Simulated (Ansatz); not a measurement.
Consider the formal hydrolysis of the As–In bond: `[AsH2][InH2]` + H₂O → `O[AsH2]` + `[InH3]`.

Calculated with Ansatz (gas phase, PBE0-D4/def2-TZVP geometries, no zero-point term in ΔE). CBS: MP2 limit from def2 TZ/QZ plus the TZ coupled-cluster correction, frozen cores. This one scheme is used for every species. DFT in def2-TZVPP. B3LYP here is the variant with VWN-RPA as its local correlation; programs differ in this. HSE06 is defined as in plane-wave codes. Elements past krypton have def2 core potentials. For As, In outer-core shells are correlated without core-valence functions, which leaves a few kJ/mol of doubt a bond. Scalar relativity is left out up to krypton.

| level | ΔE (kJ/mol) |
| --- | --- |
| PBE-D4 | 113.4 |
| HSE06-D4 | 118.6 |
| CAM-B3LYP-D4 | 101.4 |
| ωB97X-V | 101.6 |
| PBE0 | 116.4 |
| B3LYP | 105.1 |
| LC-ωPBE | 104.6 |
| CCSD/def2-TZVPP | 110.8 |

**Question.** What does CCSD(T)/CBS give? (An estimate is asked.)

**Answer.** Computed: +122.6 kJ/mol. The listed levels differ from it by -9.2, -4.0, -21.2, -21.0, -6.2, -17.5, -18.0, -11.8 kJ/mol.

Largest T1 diagnostic among the species: 0.014.

At CCSD(T), def2-SVP lies −10.5 kJ/mol from the extrapolated value and def2-TZVPP −10.9 kJ/mol. Leaving LDA and LC-ωPBE aside and taking each functional with its dispersion term where it has one, the values, not all of them listed here, spread over 29.0 kJ/mol, from B97M-V to PBE-QIDH. LDA lies +3.9 kJ/mol from PBE without D4. From BLYP to BHLYP (50 % exact exchange), in def2-TZVPP and without D4, ΔE moves by +5.9 kJ/mol.
